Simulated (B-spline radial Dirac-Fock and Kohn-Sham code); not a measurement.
## EELS cross sections of the Hf N3 (4p3/2) edge

System: atomic hafnium in the configuration [Xe] 4f14 5d2 6s2. Model: the first Born approximation with generalised oscillator strengths from a Dirac-Hartree-Slater potential (longitudinal and transverse terms; continuum final states only, so no white lines or fine structure). Program: an atomic code on a B-spline grid. The edge is taken at 380.7 eV (tabulated value).

Generalised oscillator strength df/dE of the whole subshell in 10⁻³ per eV, against momentum transfer:

| q (1/a₀) | 6 eV above | 30 eV above | 65 eV above | 200 eV above |
| --- | --- | --- | --- | --- |
| 0.0400 | 2.32 | 2.29 | 2.18 | 1.85 |
| 0.0695 | 2.32 | 2.29 | 2.18 | 1.85 |
| 0.121 | 2.32 | 2.29 | 2.18 | 1.85 |
| 0.210 | 2.32 | 2.29 | 2.17 | 1.85 |
| 0.365 | 2.31 | 2.27 | 2.16 | 1.85 |
| 0.634 | 2.28 | 2.23 | 2.12 | 1.85 |
| 1.10 | 2.23 | 2.16 | 2.03 | 1.87 |
| 1.91 | 2.27 | 2.16 | 1.93 | 1.98 |
| 3.33 | 2.43 | 2.61 | 2.23 | 2.36 |
| 5.78 | 1.12 | 1.78 | 1.82 | 2.09 |
| 10.0 | 0.153 | 0.283 | 0.327 | 0.387 |
| 17.5 | 0.00168 | 0.00515 | 0.00704 | 0.00993 |
| 30.3 | 0.000218 | 0.000360 | 0.000445 | 0.000606 |

As q goes to zero the values tend to the optical oscillator strength. At 200 eV above the edge the largest value on this grid is at q = 3.33 per a₀; a free electron at rest would take up the loss of 581 eV at q = 6.53 per a₀, where the Bethe ridge forms once the loss is well above the edge energy.

Values without a named source are computed, but for edge energies of neutral atoms, which are taken from tables.
